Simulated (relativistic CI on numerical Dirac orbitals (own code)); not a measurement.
Method of calculation: Dirac-Coulomb-Breit CI, orbitals from a KLI potential per configuration, model QED (radiative potential, 1s self-energy scaled to tabulated hydrogen-like ionisation energies), unscaled Slater integrals (own radial code, finite nucleus).

The strongest absorption lines from the ground level of an ion, among the configurations computed and to levels below about 298 eV (vacuum wavelength in nm, gf): 4.3380 (0.066), 4.9269 (0.52), 5.0320 (0.43), 5.1026 (0.62), 5.1824 (0.19), 5.2788 (0.06), 5.4005 (0.062), 5.4667 (0.099).

Question: Which ion is it?
A. Bi³⁹⁺
B. Bi⁴¹⁺
C. Au³⁷⁺
D. Fr⁴⁵⁺

Answer: B. Bi⁴¹⁺ has 42 electrons and the ground level 4s2 4p6 4d6 3F_4; the strongest line goes to 4s2 4p5 4d7 3D°_3. The pattern of lines fixes the number of electrons, and along that sequence the line energies rise steadily with the charge (about as its square where n changes within one kind of shell, about linearly where n is kept but much faster in heavy ions where fine structure, which grows about as Z⁴, sets the gap, and irregularly where shells cross), which fixes Z. Configurations outside the model, such as inner-shell arrays, can give stronger lines. At this charge energies of transitions that change n are usually good to better than 1 %, and those within a shell (Δn = 0) to a few per cent.

LS names give the leading component of a level, which can be under half, so a name can repeat, a term be missing and a line seem to break the LS rules.
